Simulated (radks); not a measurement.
Q: These are the eigenvalues of the occupied orbitals of an atom or ion with whole-number occupations (hartree). Method: Dirac Kohn-Sham, BP86, spin-unpolarised, spherical densities, point nucleus; computed with a radial shooting solver on a logarithmic mesh with Libxc functionals.

1s1/2: -1369.893
2s1/2: -217.6813
2p1/2: -205.1357
2p3/2: -191.1003
3s1/2: -47.11195
3p1/2: -41.84689
3p3/2: -39.13393
3d3/2: -29.89722
3d5/2: -29.31896
4s1/2: -10.40796
4p1/2: -8.49306
4p3/2: -7.92594
4d3/2: -4.79653
4d5/2: -4.69976
5s1/2: -2.58051
5p1/2: -2.04655
5p3/2: -1.95492

Which element is it, and in what charge state? The configuration may be excited. Open shells, if any, fill j = l - 1/2 first.

A: Z = 56, barium, charge +4: Ba4+ in [Kr] 4d10 5s2 5p4. The list shows which subshells hold electrons but not how many an open one holds; the 1s level, -1369.9 hartree, gives Z - s = 52.3 by -(Z - s)^2/2, which with screening and relativity narrows Z to a few neighbours, and the depths of the outer levels then fix element, charge and occupations together.
